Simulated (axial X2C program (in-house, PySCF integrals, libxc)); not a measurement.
Which molecule has these constants?

All values come from calculations with an in-house all-electron X2C program for linear molecules (integrals from PySCF), spin-free (one-electron X2C) or two-component (2c: spin–orbit coupling with atomic mean-field Coulomb and Gaunt terms, which also bring small scalar terms), in Dyall basis sets with cores contracted in-house; open shells are unrestricted.

A two-component PBE0 calculation in a Dyall 3-zeta basis gave Re = 1.953 Å, ωe = 678.4 cm⁻¹, De = 5.44 eV, Ω = 0.

Question: Which molecule is it?
A. AlSe⁺
B. MgSe⁺
C. SeCl⁺
D. PSe⁺
E. NaSe⁺

Answer: D. The others have MgSe⁺ 2.362 Å and 379.8 cm⁻¹ (Ω = 3/2); SeCl⁺ 2.031 Å and 534.3 cm⁻¹ (Ω = 1); NaSe⁺ 2.944 Å and 158.0 cm⁻¹ (Ω = 1); AlSe⁺ 2.328 Å and 343.7 cm⁻¹ (Ω = 2).

Each entry is the lowest single determinant of a limited PBE0 search at one distance. De goes to single-determinant-based atoms at the same level (for ions the charge split of lowest energy) and is withheld (n/a) where an atom does not fit its ground term or J level. Main or longest-lived isotopes. One determinant is a doubtful description, or other states lie close, for SeCl⁺, NaSe⁺, AlSe⁺; these need not be ground states, and all values refer to the states named. Some open-shell Ω = 0 determinants are out of reach, so the Ω given for SeCl⁺, NaSe⁺, AlSe⁺ need not be the lowest component. With several unpaired electrons the Ω given is that of one determinant, not necessarily of the lowest component. Some light 2c atoms are not at their ground J level, so De misses part of their lowering (0.04 eV or less). The functionals have no current term, which raises determinants with orbital currents.
